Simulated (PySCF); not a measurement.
Isomers of C6H12Si2, from PBE0-D3(BJ)/def2-SVP geometry optimisation, gas phase (PySCF). One conformer each, no zero-point energy, no frequencies.

Problem. Which isomer lies lower at this level?
A. `C=C[Si]([SiH3])(C=C)C=C` (Si(vinyl)3(SiH3)): A = 1332, B = 1069, C = 964.3 MHz, dipole 0.96 D
B. `CC1=C[Si@@H](C)C=C[SiH2]1`: A = 1995, B = 1134, C = 790.0 MHz, dipole 0.64 D

Solution. B. That is `CC1=C[Si@@H](C)C=C[SiH2]1`, 38.3 kcal/mol below the other.

```
                   SMILES                                                 mapped SMILES      E (Eh)  relative (kcal/mol)  relative (kJ/mol)  dipole (D)
CC1=C[Si@@H](C)C=C[SiH2]1  [CH3:1][C:2]1=[CH:3][Si@@H:4]([CH3:5])[CH:6]=[CH:7][SiH2:8]1  -813.96573                  0.0                0.0        0.64
  C=C[Si]([SiH3])(C=C)C=C                                                             –  -813.90468                 38.3              160.3        0.96
```
